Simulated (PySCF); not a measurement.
**Stretching KGe⁺**

Set-up: PySCF, spin-free X2C with a Gaussian nucleus, basis sets K x2c-SVPall, Ge x2c-SVPall. Energies in eV from K⁺ + Ge in their ground configurations at the same level. State: ³Π (triplet), unpaired electrons σ ↑, π ↑.

All columns are PBE0. A positive dipole points towards Ge; it is taken about the centre of mass and depends on that origin.

| R (Å) | E (eV) | μ (D) | Mulliken charge on K (basis-dependent) | HOMO (eV) | LUMO (eV) | Mayer bond order | ⟨S²⟩ |
| --- | --- | --- | --- | --- | --- | --- | --- |
| 3.233 | -0.221 | -8.17 | 0.87 | -9.68 | -7.59 | 0.25 | 2.00 |
| 3.383 | -0.278 | -8.60 | 0.86 | -9.55 | -7.46 | 0.26 | 2.00 |
| 3.534 | -0.309 | -9.04 | 0.86 | -9.42 | -7.32 | 0.26 | 2.00 |
| 3.646 | -0.319 | -9.38 | 0.86 | -9.33 | -7.23 | 0.26 | 2.00 |
| 3.759 | -0.322 | -9.73 | 0.86 | -9.24 | -7.13 | 0.25 | 2.00 |
| 3.872 | -0.318 | -10.09 | 0.87 | -9.15 | -7.04 | 0.25 | 2.00 |
| 4.022 | -0.307 | -10.58 | 0.87 | -9.03 | -6.92 | 0.23 | 2.00 |
| 4.210 | -0.287 | -11.22 | 0.88 | -8.89 | -6.78 | 0.21 | 2.00 |
| 4.436 | -0.258 | -12.01 | 0.90 | -8.73 | -6.61 | 0.19 | 2.00 |
| 4.736 | -0.217 | -13.11 | 0.91 | -8.52 | -6.40 | 0.16 | 2.00 |

A fit through these points gives, at Re = 3.747 Å, μ = -9.69 D and dμ/dR = -3.13 D/Å; the reduced mass is 25.51 u.

How strong is the fundamental in the double-harmonic approximation, I = 42.26·(dμ/dR)²/μred km/mol?

I = 42.26·(-3.13)²/25.51 = 16.2 km/mol at PBE0.

The bond is weak. Basis-set superposition, not corrected here, can be much of De in a small basis, most of all at correlated wavefunction levels. Spin–orbit coupling is left out. For an ion De counts to the pair picked by the measured ionisation energies or electron affinities, which need not be the lowest pair at this level. The state is the lowest determinant that a PBE0 search found; another state may lie lower at other levels.
